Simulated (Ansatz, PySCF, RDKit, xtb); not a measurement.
Complex: NH3 (SMILES N) (first 4 atoms) with CH4O (SMILES CO); geometry from B3LYP-D3(BJ)/def2-TZVP, rigid monomers moved along the line of their centres of mass till N1···H10 is 2.23 Å.
(charge 0, multiplicity 1):
```
atom    x (Å)    y (Å)    z (Å)
----  -------  -------  -------
N      0.0224  -0.1236   0.0761
H     -0.3449  -0.9589  -0.3657
H     -0.3594   0.6772  -0.4145
H      1.0265  -0.1189  -0.0626
C      0.2922   0.0236   3.9648
O     -0.8595  -0.0459   3.1536
H      0.9489  -0.8481   3.8387
H     -0.0336   0.0491   5.0056
H      0.8862   0.9282   3.7756
H     -0.5755  -0.0684   2.2196
```

Monomers are frozen at their geometry in the pair; levels with a basis set take the counterpoise correction. Rows marked so take none. RDKit's UFF carries no charges.

Rows in 3-21G carry no dispersion term and start afresh at each structure.

Programs: Ansatz (an electronic-structure program) with Gaussian orbitals; PySCF for 3-21G rows, the dispersion terms; RDKit for the force fields; xtb for the GFN methods. Each number belongs to the level named beside it.

Problem. One of these levels gives -51.2 kJ/mol for the interaction energy. Which one is it?
(A) GFN2-xTB
(B) PBE-D4/def2-TZVPPD
(C) UFF
(D) B3LYP/3-21G (no counterpoise)

Solution. D, B3LYP/3-21G (no counterpoise). The others give 15.1 (UFF), -18.3 (GFN2-xTB), -28.6 (PBE-D4/def2-TZVPPD)
